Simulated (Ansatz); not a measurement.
Breaking the O3–H4 bond in H2OPb (SMILES [OH][PbH]) (multiplicity 1 held, fragments rigid). Energies count from the point at 0.964 Å.
Geometry at that point (charge 0, multiplicity 1):
```csv
atom,x (Å),y (Å),z (Å)
Pb,-0.1201,-0.1016,0.1405
H,-1.4864,0.0214,-1.1432
O,1.2989,0.8935,-1.0580
H,0.9450,1.1577,-1.9145
```

R- and RO- levels are restricted; in cc, def2 and unpolarised 6-31G sets they are followed outwards from rest. U- levels take the lowest unrestricted solution at each point, which mixes spins at long bonds. Levels need not reach the same state.

Programs: Ansatz (an electronic-structure program) with Gaussian orbitals.  In def2 rows elements past Kr take small-core potentials, without spin–orbit coupling.

Problem. What energy at R = 3.084 Å does U-wB97X-V/def2-TZVPP give?

Solution. 116.1 kcal/mol

Problem. What is the computed energy at R = 3.084 Å (R-wB97X-V/def2-TZVPP)?

Solution. 183.3 kcal/mol

Doubts at one or more of the structures used: a restricted determinant that unrestricted orbitals would lower (R-wB97X-V/def2-TZVPP); a spin-contaminated determinant (U-wB97X-V/def2-TZVPP).
